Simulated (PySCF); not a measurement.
CH3S, SMILES S[CH2], multiplicity 2. The structure is a stationary point at PBE0-D3(BJ)/def2-TZVP. The isomer is the one that the SMILES or the coordinates give; other isomers of the formula were not compared.

Computed equilibrium geometry at PBE0-D3(BJ)/def2-TZVP (PySCF confirms it by a frequency run) as bond lengths and angles, and its point group:
point group Cs.
Atoms: C1 S2 H3 H4 H5. Bond lengths (Å): C1–S2 1.707, C1–H3 1.079, C1–H4 1.078, S2–H5 1.342. Angles (°): S2–C1–H3 116.9, S2–C1–H4 122.0, H3–C1–H4 121.1, C1–S2–H5 98.1.
Charge 0, spin multiplicity 2.
